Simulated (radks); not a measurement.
The numbers below are computed, except where a source is named.
The nuclear charge of the iodine ion I+ is varied continuously with 52 electrons held in [Kr] 4d10 5s2 5p4. Code: a radial shooting solver on a logarithmic mesh with Libxc functionals. Model: Dirac Kohn-Sham, BLYP, spin-unpolarised, spherical densities, point nucleus; open shells fill j = l - 1/2 first. By the Hellmann-Feynman theorem dE/dZ = E(electron-nucleus)/Z, the electronic potential at the nucleus.

| Z | E (hartree) | E(electron-nucleus)/Z (hartree) | HOMO | e(HOMO) (eV) | <r> HOMO (bohr) |
|---|---|---|---|---|---|
| 52 | -6797.47986 | -317.554 | 5p3/2 | -5.463 | 2.738 |
| 52.25 | -6877.13607 | -319.696 | 5p3/2 | -7.579 | 2.626 |
| 52.5 | -6957.32793 | -321.839 | 5p3/2 | -9.835 | 2.529 |
| 52.75 | -7038.05558 | -323.982 | 5p3/2 | -12.220 | 2.444 |
| 53 | -7119.31922 | -326.127 | 5p3/2 | -14.727 | 2.368 |
| 53.25 | -7201.11916 | -328.273 | 5p3/2 | -17.349 | 2.299 |
| 53.5 | -7283.45578 | -330.420 | 5p3/2 | -20.083 | 2.236 |
| 53.75 | -7366.32949 | -332.570 | 5p3/2 | -22.924 | 2.178 |
| 54 | -7449.74075 | -334.721 | 5p3/2 | -25.869 | 2.125 |

The central difference of E at Z = 53 is -326.127 hartree, to compare with the third column; the second derivative is -8.58 hartree.
